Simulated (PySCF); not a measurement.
```xyz
7

O      1.1616    -0.6847    -0.2189
B      0.0000     0.0000     0.0000
O     -1.1812    -0.6770     0.1122
O      0.0196     1.3617     0.1068
H      1.9204    -0.1006    -0.2790
H     -1.0654    -1.6250     0.0196
H     -0.8550     1.7256     0.2594
```

Charge 0, multiplicity 1.

### Question
Give the Mulliken and meta-Löwdin atomic charges from PBE-D3(BJ)/def2-TZVP // PBE0-D3(BJ)/def2-TZVP in PySCF.

### Answer

```csv
atom,Mulliken (e),meta-Löwdin (e)
O1,-0.41,-0.53
B2,0.26,0.52
O3,-0.41,-0.53
O4,-0.41,-0.53
H5,0.32,0.36
H6,0.32,0.36
H7,0.32,0.36
```
